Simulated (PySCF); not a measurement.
C$_{2}$H$_{6}$Cl$_{2}$Sn, quintet, geometry from GFN2-xTB of the parent state (such geometries of metal compounds can be far from the true shape) (a higher spin typed on purpose: for a closed-shell molecule this is an excited state) (all electrons, no relativity); HF/STO-3G (PySCF).

PySCF was given this input:
```python
from pyscf import gto, scf

mol = gto.M(
    atom='''
C     1.80274258   -1.51892946    0.13022470
Sn   -0.01552912   -0.26777656   -0.05001192
C    -1.95844921   -1.15908069   -0.62853208
Cl    0.45401961    1.44019862   -1.56676734
Cl   -0.32257777    0.82263295    1.98839743
H     1.64728004   -2.25891613    0.90564891
H     2.63055354   -0.87076108    0.39427872
H     1.99607754   -2.00130122   -0.82002828
H    -2.68555220   -0.35840678   -0.70224067
H    -2.26178223   -1.86871977    0.13139445
H    -1.85039202   -1.65314243   -1.58632442
''',
    basis='sto-3g',
    spin=4,
    verbose=4,
)

mf = scf.ROHF(mol)
mf.kernel()
```

Output, abridged:

```
PySCF version 2.14.0

[INPUT] verbose = 4
[INPUT] num. atoms = 11
[INPUT] num. electrons = 102
[INPUT] charge = 0
[INPUT] spin (= nelec alpha-beta = 2S) = 4
[INPUT] symmetry False subgroup None
[INPUT] Mole.unit = angstrom
[INPUT] Symbol           X                Y                Z      unit          X                Y                Z       unit  Magmom
[...]
nuclear repulsion = 743.59372328344
number of shells = 33
number of NR pGTOs = 183
number of NR cGTOs = 61
basis = sto-3g
ecp = {}

******** <class 'pyscf.scf.rohf.ROHF'> ********
method = ROHF
initial guess = minao
damping factor = 0
level_shift factor = 0
DIIS = <class 'pyscf.scf.diis.CDIIS'>
diis_start_cycle = 1
diis_space = 8
diis_damp = 0
SCF conv_tol = 1e-09
SCF conv_tol_grad = None
SCF max_cycles = 50
direct_scf = True
direct_scf_tol = 1e-13
num. doubly occ = 49  num. singly occ = 4
Set gradient conv threshold to 3.16228e-05
init E= -6933.34916216443
[...]
cycle= 1 E= -6950.10453301446  delta_E= -16.8  |g|= 0.418  |ddm|= 3.65
[...]
cycle= 2 E= -6950.04144225814  delta_E= 0.0631  |g|= 0.595  |ddm|= 2.52
[...]
cycle= 3 E= -6950.30274126261  delta_E= -0.261  |g|= 0.112  |ddm|= 1.82
[...]
cycle= 4 E= -6950.32709701363  delta_E= -0.0244  |g|= 0.0557  |ddm|= 0.585
[...]
cycle= 5 E= -6950.34255546506  delta_E= -0.0155  |g|= 0.0355  |ddm|= 0.601
[...]
cycle= 6 E= -6950.34976842125  delta_E= -0.00721  |g|= 0.0308  |ddm|= 0.368
[...]
cycle= 7 E= -6950.35307367756  delta_E= -0.00331  |g|= 0.0284  |ddm|= 0.209
[...]
cycle= 8 E= -6950.35761909593  delta_E= -0.00455  |g|= 0.0165  |ddm|= 0.53
[...]
cycle= 9 E= -6950.35705782767  delta_E= 0.000561  |g|= 0.016  |ddm|= 0.15
[...]
cycle= 10 E= -6950.35802147066  delta_E= -0.000964  |g|= 0.00603  |ddm|= 0.25
[...]
cycle= 11 E= -6950.3580330065  delta_E= -1.15e-05  |g|= 0.00506  |ddm|= 0.145
[...]
cycle= 12 E= -6950.3581841484  delta_E= -0.000151  |g|= 0.000626  |ddm|= 0.0772
[...]
cycle= 13 E= -6950.35818521251  delta_E= -1.06e-06  |g|= 0.000259  |ddm|= 0.00297
[...]
cycle= 14 E= -6950.3581855624  delta_E= -3.5e-07  |g|= 0.000166  |ddm|= 0.00458
[...]
cycle= 15 E= -6950.35818562965  delta_E= -6.73e-08  |g|= 2.37e-05  |ddm|= 0.000896
[...]
cycle= 16 E= -6950.35818563135  delta_E= -1.7e-09  |g|= 1.24e-05  |ddm|= 0.000207
[...]
cycle= 17 E= -6950.35818563188  delta_E= -5.28e-10  |g|= 8.04e-06  |ddm|= 0.000129
[...]
Extra cycle  E= -6950.35818563223  delta_E= -3.53e-10  |g|= 8.85e-06  |ddm|= 0.000134
converged SCF energy = -6950.35818563223
```
